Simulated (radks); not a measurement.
Effect of the nuclear size on neutral cobalt, [Ar] 3d7 4s2. Method: Dirac Kohn-Sham, relativistic LDA (MacDonald-Vosko exchange, VWN5 correlation), spin-unpolarised, spherical densities, finite nucleus; open shells are shared between the two j in proportion to 2j + 1; Fermi nuclear charge, rms radius 3.7875 fm; computed with a radial shooting solver on a logarithmic mesh with Libxc functionals. The rms radius is varied about that value; shifts are against it.

| rms radius (fm) | total energy shift (eV) | density at nucleus (e/bohr^3) | 1s1/2 shift (meV) | 2s1/2 shift (meV) | 3s1/2 shift (meV) |
|---|---|---|---|---|---|
| 3.1663 | -0.0403 | 1.721e+04 | -17.0 | -1.56 | -0.221 |
| 3.4201 | -0.0247 | 1.715e+04 | -10.4 | -0.953 | -0.135 |
| 3.7875 | 0 | 1.707e+04 | 0.000 | 0.000 | 0.000 |
| 4.0223 | 0.0170 | 1.702e+04 | 7.20 | 0.658 | 0.093 |
| 4.7306 | 0.0742 | 1.69e+04 | 31.4 | 2.87 | 0.408 |

Slopes of the eigenvalues against <r^2> in GHz/fm^2, as finite differences over the two radii next to the reference (eigenvalue slopes, not the field-shift constants of lines): 1s1/2 951, 2s1/2 86.9, 3s1/2 12.4.
